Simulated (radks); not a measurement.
The nuclear charge of the selenium ion Se+ is varied continuously with 33 electrons held in [Ar] 3d10 4s2 4p3. All-electron calculation, scalar-relativistic Kohn-Sham, r2SCAN, spin-polarised, spherical densities, finite nucleus; open shells are filled with parallel spins first; meta-GGA in the generalised Kohn-Sham scheme; Fermi nuclear charge, rms radius 4.14 fm. Program: a radial shooting solver on a logarithmic mesh with Libxc functionals. By the Hellmann-Feynman theorem dE/dZ = E(electron-nucleus)/Z, the electronic potential at the nucleus (averaged over a nucleus of fixed radius). The scalar-relativistic energy here is not variational (the density holds large components alone), so the two differ by a part that grows with Z.

Z     E (hartree)  E(electron-nucleus)/Z (hartree)  HOMO  e(HOMO) (eV)  <r> HOMO (bohr)
33.6  -2361.71150                         -169.240    4p       -12.351            2.221
33.8  -2395.74307                         -170.593    4p       -14.585            2.151
34    -2430.04615                         -171.945    4p       -16.922            2.087
34.2  -2464.62066                         -173.297    4p       -19.358            2.029
34.4  -2499.46654                         -174.648    4p       -21.891            1.975
34.6  -2534.58375                         -175.999    4p       -24.519            1.925
34.8  -2569.97229                         -177.350    4p       -27.239            1.878
35    -2605.63217                         -178.701    4p       -30.049            1.834

The central difference of E at Z = 34 is -172.194 hartree, to compare with the third column; the second derivative is -6.79 hartree.
